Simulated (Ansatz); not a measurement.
One change: `CC(C)CC(C)C` becomes `CC(C)[CH2][AlH2]`.

Ansatz, PBE0-D4/def2-TZVP geometries, multiplicity 1. Each molecule was computed in one conformer, which needn't be the lowest.

```tsv
property	`CC(C)CC(C)C`
size of the dipole moment (B3LYP/def2-TZVPP) / D	0.12
HOMO–LUMO gap (B3LYP/def2-TZVPP) / eV	9.15
size of the dipole moment (ωB97M-V/def2-TZVPP) / D	0.11
HOMO energy (PBE/def2-TZVPP) / eV	-7.22
HOMO–LUMO gap (PBE0/def2-TZVPP) / eV	9.66
LUMO energy (ωB97M-V/def2-TZVPP) / eV	2.53
```

(1) What does the change do to each property? (An estimate is asked.)

Results:

(1) The calculation gave: 
| property | `CC(C)[CH2][AlH2]` | shift |
| --- | --- | --- |
| size of the dipole moment (B3LYP/def2-TZVPP) / D | 0.86 | 0.74 |
| HOMO–LUMO gap (B3LYP/def2-TZVPP) / eV | 5.84 | -3.31 |
| size of the dipole moment (ωB97M-V/def2-TZVPP) / D | 0.86 | 0.75 |
| HOMO energy (PBE/def2-TZVPP) / eV | -6.30 | 0.92 |
| HOMO–LUMO gap (PBE0/def2-TZVPP) / eV | 6.26 | -3.40 |
| LUMO energy (ωB97M-V/def2-TZVPP) / eV | 0.31 | -2.22 |

With PBE0 the HOMO rises by 1.03 eV and the LUMO falls by 2.37 eV, so the gap narrows by about 3.40 eV. PBE moves the HOMO by 0.92 eV and ωB97M-V by 1.09 eV. Dipoles are sizes alone; their direction can turn.

B3LYP here is the variant with VWN-RPA as its local correlation; programs differ in this.
